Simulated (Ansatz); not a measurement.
Reaction (redistribution): `[NH2][InH][NH2]` + `[F][Zr]([Cl])([Cl])[Br]` → `[NH2][InH][Br]` + `[NH2][Zr]([F])([Cl])[Cl]`

Gas-phase electronic energies from Ansatz, PBE0-D4/def2-TZVP geometries. CCSD(T)/CBS adds triple-zeta CCSD(T) − MP2 to the extrapolated MP2 energy (def2 sets, frozen cores). Elements past krypton have def2 core potentials. For Br, In, Zr outer-core shells are correlated without core-valence functions, which leaves a few kJ/mol of doubt a bond. Scalar relativity is left out up to krypton. Each species was taken in one conformer, which may not be the lowest.

```json
{"species": "`[NH2][InH][NH2]`", "HF/def2-QZVPP energy (Eh)": "-301.07688"}
{"species": "`[F][Zr]([Cl])([Cl])[Br]`", "HF/def2-QZVPP energy (Eh)": "-3637.88642"}
{"species": "`[NH2][InH][Br]`", "HF/def2-QZVPP energy (Eh)": "-2817.96379"}
{"species": "`[NH2][Zr]([F])([Cl])[Cl]`", "HF/def2-QZVPP energy (Eh)": "-1121.02434"}
```

**Question.** Work out ΔE.

**Answer.** ΔE = (-2817.96379) + (-1121.02434) − (-301.07688) − (-3637.88642) = -0.02483 Eh = -15.6 kcal/mol. CCSD(T)/CBS gives -11.0 kcal/mol.

Largest T1 diagnostic among the species: 0.016.

In def2-TZVPP, CCSD(T) changes the Hartree–Fock value by +5.1 kcal/mol (the triples alone add +1.0 kcal/mol) and MP2 by +5.9 kcal/mol. From BLYP to BHLYP (50 % exact exchange), in def2-TZVPP and without D4, ΔE moves by −1.9 kcal/mol.
